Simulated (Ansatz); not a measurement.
A structure relaxed at PBE0-D4/def2-TZVP, charge 0, multiplicity 2:

| atom | x (Å) | y (Å) | z (Å) |
| --- | --- | --- | --- |
| C1 | 0.338 | 0.538 | 0.585 |
| Ge2 | -0.034 | -0.907 | -0.686 |
| H3 | 1.231 | 1.085 | 0.283 |
| H4 | 0.491 | 0.132 | 1.584 |
| H5 | -0.507 | 1.230 | 0.611 |
| H6 | -0.239 | -0.358 | -2.116 |
| H7 | -1.280 | -1.719 | -0.262 |

Q: Give its formula and SMILES.

A: CH5Ge, `[CH3][GeH2]`.

Q: Point group (tolerance 0.08 Å, 0.16 Å for H)?

A: Cs.

Q: Summarise the bond lengths by kind.

A: 1 × C–Ge 1.960 Å; 3 × C–H 1.090 to 1.093 Å; 2 × Ge–H 1.546 Å.

Computed with Ansatz.
